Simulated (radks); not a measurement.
The gold ion Au9+, 70 electrons, occupied as [Xe] 4f14 5d2.

Method: Dirac Kohn-Sham, relativistic LDA (MacDonald-Vosko exchange, VWN5 correlation), spin-unpolarised, spherical densities, finite nucleus; open shells fill j = l - 1/2 first; Fermi nuclear charge, rms radius 5.4371 fm; computed with a radial shooting solver on a logarithmic mesh with Libxc functionals.

Energy parts (hartree):
part                       energy
total                 -18972.7788
kinetic                21697.7430
electron-nucleus      -47357.6728
Hartree                 6997.0377
exchange-correlation    -309.8868

Orbitals (lengths in bohr, moments of r in powers of bohr; <r^-3> diverges for s and p1/2; r(max) is where P^2 peaks; r(90%) holds 90 % of the orbital's charge):
| orbital | occ. | eigenvalue (hartree) | <r^2> | <r^-3> | r(90%) | r(max) | small-component weight |
|---|---|---|---|---|---|---|---|
| 1s1/2 | 2 | -2946.708 | 0.0003970 | - | 0.0310 | 0.01048 | 8.93e-02 |
| 2s1/2 | 2 | -524.8048 | 0.005987 | - | 0.111 | 0.06066 | 2.05e-02 |
| 2p1/2 | 2 | -504.0440 | 0.004233 | - | 0.0970 | 0.04464 | 2.06e-02 |
| 2p3/2 | 4 | -437.5033 | 0.005418 | 20320 | 0.108 | 0.05199 | 1.83e-02 |
| 3s1/2 | 2 | -128.1605 | 0.03884 | - | 0.271 | 0.1706 | 6.85e-03 |
| 3p1/2 | 2 | -118.7221 | 0.03537 | - | 0.262 | 0.1590 | 6.80e-03 |
| 3p3/2 | 4 | -104.0185 | 0.04177 | 4728 | 0.284 | 0.1740 | 6.14e-03 |
| 3d3/2 | 4 | -88.20214 | 0.03198 | 828.6 | 0.257 | 0.1353 | 6.04e-03 |
| 3d5/2 | 6 | -85.02151 | 0.03372 | 687.9 | 0.263 | 0.1394 | 5.86e-03 |
| 4s1/2 | 2 | -32.10154 | 0.1881 | - | 0.586 | 0.3842 | 2.33e-03 |
| 4p1/2 | 2 | -28.05575 | 0.1916 | - | 0.596 | 0.3821 | 2.24e-03 |
| 4p3/2 | 4 | -24.51395 | 0.2243 | 1141 | 0.644 | 0.4130 | 1.98e-03 |
| 4d3/2 | 4 | -17.84794 | 0.2360 | 179.6 | 0.675 | 0.4053 | 1.78e-03 |
| 4d5/2 | 6 | -17.18352 | 0.2475 | 145.7 | 0.691 | 0.4148 | 1.72e-03 |
| 4f5/2 | 6 | -8.58088 | 0.2886 | 30.67 | 0.784 | 0.3718 | 1.36e-03 |
| 4f7/2 | 8 | -8.43877 | 0.2962 | 29.16 | 0.794 | 0.3764 | 1.33e-03 |
| 5s1/2 | 2 | -9.27289 | 0.9072 | - | 1.28 | 0.8412 | 6.30e-04 |
| 5p1/2 | 2 | -7.89084 | 1.024 | - | 1.36 | 0.8819 | 5.60e-04 |
| 5p3/2 | 4 | -7.19831 | 1.186 | 224.4 | 1.47 | 0.9523 | 4.95e-04 |
| 5d3/2 | 2 | -5.15643 | 1.604 | 27.93 | 1.73 | 1.080 | 3.69e-04 |
| 5d5/2 | 0 | -5.05383 | 1.667 | 22.80 | 1.76 | 1.104 | 3.57e-04 |

The highest occupied level is 5d3/2 at -140.31 eV. Summed over all electrons, <r^2> = 20.69 bohr^2, which gives a Langevin (diamagnetic) susceptibility term of -16.4 x 10^-6 cm^3/mol. The electron density at the nucleus is 2.111e+06 e/bohr^3. For comparison, the ionisation energy in NIST's Atomic Spectra Database is 149 eV (theoretical). In exact Kohn-Sham theory the highest level is minus the ionisation energy, but local and semilocal functionals leave it too shallow, through self-interaction and a potential that decays too fast; potentials with the right tail come closer.

Beside tabulated values, note that spin-unpolarised runs miss the spin-polarisation part of the exchange energy of open shells.
